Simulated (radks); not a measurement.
Values are calculated unless marked as measured or tabulated.
Valence configurations of the zirconium ion Zr3+ (all share [Kr]). Level of theory: scalar-relativistic Kohn-Sham, r2SCAN, spin-polarised, spherical densities, finite nucleus; open shells are filled with parallel spins first (spin-orbit coupling, left out, can overturn this in heavy ions); meta-GGA in the generalised Kohn-Sham scheme; Fermi nuclear charge, rms radius 4.2694 fm (a radial shooting solver on a logarithmic mesh with Libxc functionals). Energies are relative to 4d1; eigenvalues in eV for spin up.

| valence | E (eV) | moment (Bohr magnetons) | e(4d) | e(5p) | e(5s) |
|---|---|---|---|---|---|
| 4d1 | 0.000 | 1 | -28.256 | - | - |
| 5s1 | 4.502 | 1 | - | - | -26.529 |
| 4d0.5 5p0.5 | 5.002 | 1 | -30.028 | -19.942 | - |
| 5p1 | 10.115 | 1 | - | -21.286 | - |

NIST lists [Kr] 4d1 as the ground configuration; this level of theory agrees among the configurations tried. The energies are those of spherical high-spin densities, not of single terms.
